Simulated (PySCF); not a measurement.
# Substituent effects on chemical shifts

Parent skeleton `[BH3-:1][n+:2]1[cH:3][cH:4][cH:5][cH:6][cH:7]1`; one hydrogen on atom 3 is replaced by X. Hydrogens on one atom are averaged.

[PySCF 2.14.0 with density-fitted response routines: coordinates at the PBE0-D3(BJ)/def2-SVP level; shieldings: GIAO PBE0/pcSseg-1; one conformer; averaged over atoms made equivalent by symmetry, fast rotation or ring inversion; no relativistic terms; isolated molecule]

Scale: $^{11}$B against BF3·OEt2; $^{15}$N vs NH3; $^{13}$C, $^{1}$H against TMS (reference shieldings calculated alike).

Parent (X = H): B1 -15.0, N2 296.7, C3 154.4, C4 129.5, C5 142.7, C6 129.5, C7 154.4, H(B1) 3.19, H(C4) 7.35 ppm. Effects are Δδ = δ(X) − δ(H), positive for deshielding.

Problem. Give Δδ (ppm) for X = CN, cPr, CH2OCH3.

Solution. 
```tsv
X	SMILES	B1	N2	C3	C4	C5	C6	C7	H(B1)	H(C4)
CN	[BH3-][n+]1ccccc1C#N	-0.3	+5.3	-17.2	+9.0	-0.2	+0.4	+2.4	+0.23	+0.40
cPr	[BH3-][n+]1ccccc1C1CC1	-1.6	-11.0	+16.8	-7.9	+0.4	-5.2	+1.0	-0.05	-0.89
CH2OCH3	[BH3-][n+]1ccccc1COC	-1.9	-3.5	+7.7	+3.5	+1.5	-0.8	+1.3	-0.11	+0.12
```

Problem. Which position responds most, and to which substituents?

Solution. C3: from -17.2 ppm with CN to +16.8 ppm with cPr.

Experimental scales use liquid or dissolved standards, which lie at an offset from isolated NH3 (liquid NH3: subtract about 20 ppm). Unscaled 15N shifts of sp2 nitrogen come out 20 to 40 ppm too high even then.
